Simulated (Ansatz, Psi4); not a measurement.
Molecule: CH5BNO2 (charge 0, doublet). SMILES: B([N]C)(O)O
Coordinates optimised at B3LYP-D3(BJ)/def2-TZVP (Ansatz, a first-principles code):
```
N
C 1 1.4236
H 2 1.0915 1 112.00
H 2 1.0997 3 109.63 1 -123.79
H 2 1.1017 3 108.06 4 -114.32
B 1 1.4448 2 121.05 3 -167.36
O 6 1.3681 1 119.89 2 51.51
H 7 0.9635 6 112.61 1 171.95
O 6 1.3732 7 119.39 8 -5.15
H 9 0.9625 6 112.52 7 174.75
```
Charge 0, spin multiplicity 2.

Property: atomisation energy, in kcal/mol. Conventions: valence correlation only; open shells spin-unrestricted; six Cartesian d functions in 6-31G* and its kin unless marked 5d; no spin-orbit coupling; atomisation electronic, to ground-state atoms; non-relativistic; LANL2DZ all-electron up to Ne; dispersion terms only where a functional's name holds one; 6-311+G** with 5d. CBS marks a two-point X^-3 extrapolation of the correlation energy; Hartree-Fock from the larger set. First-principles rows: single points at B3LYP-D3(BJ) geometries (Ansatz).

Coupled cluster (Ansatz) is a level with limits of its own, used here on species with T1 under 0.025 (0.045 for open shells) and stable references: CCSD(T)/CBS(cc-pVTZ,cc-pVQZ).

Value to compare with, CCSD(T)/CBS(cc-pVTZ,cc-pVQZ) (Ansatz): 958.4 kcal/mol.

| level | program | atomisation energy (kcal/mol) | difference |
|---|---|---|---|
| HF/3-21G | Ansatz | 625.6 | -332.8 |
| HF/LANL2DZ | Ansatz | 606.5 | -351.9 |
| B3LYP/6-31G* | Ansatz | 952.2 | -6.2 |
| B3LYP/6-31+G* | Ansatz | 947.4 | -11.0 |
| B3LYP/6-311+G** | Ansatz | 952.3 | -6.1 |
| wB97X-D/6-311+G** | Psi4 | 952.5 | -5.9 |
| PBE/def2-TZVPD | Ansatz | 985.7 | 27.3 |
| B3LYP-D3(BJ)/def2-TZVPD | Ansatz + dftd3 | 964.7 | 6.3 |
| PBE0/def2-TZVPD | Ansatz | 960.9 | 2.5 |

Among the 6 habitual levels, HF/LANL2DZ lies farthest from CCSD(T)/CBS(cc-pVTZ,cc-pVQZ) (Ansatz) (-351.9 kcal/mol); 0 of 6 lie above it, and their mean absolute difference is 119.0 kcal/mol, the median 8.6. One case shows no general order.

The levels are drawn from those run, B3LYP/6-31G* more often than the rest, none by its result; left out are runs that failed, that the program found above a lower state of the same kind, or whose <S^2> lies over 0.5 above the pure value.
